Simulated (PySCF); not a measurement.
Ca, charge +1, doublet; B3LYP/def2-SV(P) (PySCF).

PySCF was given this input:
```python
from pyscf import gto, scf, dft

mol = gto.M(
    atom='''
Ca    0.00000000    0.00000000    0.00000000
''',
    basis='def2-sv(p)',
    charge=1,
    spin=1,
    verbose=4,
)

mf = dft.UKS(mol)
mf.xc = 'b3lyp'
mf.kernel()
```

Problem. What does PySCF print? Leave out banner, timings and long lists.

Solution. 
```
PySCF version 2.14.0

[INPUT] verbose = 4
[INPUT] num. atoms = 1
[INPUT] num. electrons = 19
[INPUT] charge = 1
[INPUT] spin (= nelec alpha-beta = 2S) = 1
[INPUT] symmetry False subgroup None
[INPUT] Mole.unit = angstrom
[INPUT] Symbol           X                Y                Z      unit          X                Y                Z       unit  Magmom
[INPUT]  1 Ca     0.000000000000   0.000000000000   0.000000000000 AA    0.000000000000   0.000000000000   0.000000000000 Bohr   0.0

nuclear repulsion = 0
number of shells = 10
number of NR pGTOs = 61
number of NR cGTOs = 24
basis = def2-sv(p)
ecp = {}

******** <class 'pyscf.dft.uks.UKS'> ********
method = UKS
initial guess = minao
damping factor = 0
level_shift factor = 0
DIIS = <class 'pyscf.scf.diis.CDIIS'>
diis_start_cycle = 1
diis_space = 8
diis_damp = 0
SCF conv_tol = 1e-09
SCF conv_tol_grad = None
SCF max_cycles = 50
direct_scf = True
direct_scf_tol = 1e-13
number electrons alpha = 10  beta = 9
XC library pyscf.dft.libxc version 7.1.2
    S. Lehtola, C. Steigemann, M. J. T. Oliveira, and M. A. L. Marques,  SoftwareX 7, 1–5 (2018)
XC functionals = b3lyp
    P. J. Stephens, F. J. Devlin, C. F. Chabalowski, and M. J. Frisch,  J. Phys. Chem. 98, 11623 (1994)
radial grids:
    Treutler-Ahlrichs [JCP 102, 346 (1995); DOI:10.1063/1.469408] (M4) radial grids

becke partition: Becke, JCP 88, 2547 (1988); DOI:10.1063/1.454033
pruning grids: <function nwchem_prune>
grids dens level: 3
symmetrized grids: False
atomic radii adjust function: <function treutler_atomic_radii_adjust>
small_rho_cutoff = 0
Set gradient conv threshold to 3.16228e-05
tot grids = 20424
init E= -677.445790006282

cycle= 1 E= -677.25595702008  delta_E= 0.19  |g|= 0.041  |ddm|= 1.21
cycle= 2 E= -677.261131819934  delta_E= -0.00517  |g|= 0.00593  |ddm|= 0.746
cycle= 3 E= -677.26118888712  delta_E= -5.71e-05  |g|= 0.000485  |ddm|= 0.0681
cycle= 4 E= -677.261189805921  delta_E= -9.19e-07  |g|= 8.64e-06  |ddm|= 0.0124
cycle= 5 E= -677.261189805987  delta_E= -6.61e-11  |g|= 1.67e-07  |ddm|= 6.86e-05
Extra cycle  E= -677.261189805988  delta_E= -5.68e-13  |g|= 1.45e-08  |ddm|= 1.37e-06
converged SCF energy = -677.261189805988  <S^2> = 0.75001744  2S+1 = 2.0000174
```
